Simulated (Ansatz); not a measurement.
Born–Oppenheimer molecular dynamics of CH6ClNOSi (11 atoms, charge 0, multiplicity 1). It starts at the highest image of a converged band, a first-order saddle point between two minima.

All numbers below come from RKS B3LYP-D4/def2-SVP (Ansatz 0.2.0).

* ensemble: NVE (velocity Verlet)
* time step: 0.5 fs
* steps asked: 200
* starting velocities drawn for: 100 K
* seed: 9024

First frame:

```xyz
11
Properties=species:S:1:pos:R:3
Si -0.460 -0.553 0.865
O -0.622 -0.466 -0.775
C -0.316 0.629 -1.612
N 1.197 -0.730 1.262
H 1.908 -0.600 0.550
H -1.305 -1.667 1.337
Cl -1.251 1.186 1.733
H 0.775 0.782 -1.705
H -0.764 1.565 -1.235
H -0.720 0.426 -2.616
H 1.559 -0.571 2.196
```

Task: How far do the bonds stretch over the last three quarters of this one trajectory? (Pairs bonded in most of those frames.)

Result: 
```csv
bond,mean (Å),spread (Å),shortest,longest
Si1–O2,1.648,0.011,1.63,1.67
Si1–N4,1.713,0.020,1.68,1.74
Si1–H6,1.477,0.005,1.47,1.49
Si1–Cl7,2.104,0.021,2.08,2.14
O2–C3,1.411,0.010,1.40,1.43
C3–H8,1.107,0.020,1.08,1.14
C3–H9,1.104,0.017,1.08,1.13
C3–H10,1.101,0.013,1.08,1.13
N4–H5,1.016,0.010,1.00,1.03
N4–H11,1.015,0.007,1.00,1.03
```

Mean temperature of the second half: 55 K. The conserved energy stayed within 0.068 meV per atom of its start (net change 0.018 meV per atom), so the integration is sound. The temperature averaged 0.55 of the 100 K drawn at the start: a run that starts near a minimum puts about half its kinetic energy into the potential. A run of 0.1 ps of so small a system gives no equilibrium averages. The orbitals stay closed-shell, which can raise the energy where a bond breaks towards radicals; this wasn't checked here.

The run took 8.5 min on 2 threads of Arm Neoverse V2, with other jobs on the host, peak memory 0.24 GiB.
